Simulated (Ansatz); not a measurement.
Question: Name a neutral molecule of S, Zn and H with LUMO energy (PBE/def2-TZVPP) between -1.95 and -1.65 eV and vertical ionisation energy (CCSD(T)/def2-TZVPP) between 9.75 and 10.05 eV (Ansatz, PBE0-D4/def2-TZVP geometry).

Answer: `[SH][Zn][SH]` (-1.80 eV, 9.76 eV). Other molecules can fit too; these were computed, each in one conformer that needn't be the lowest.
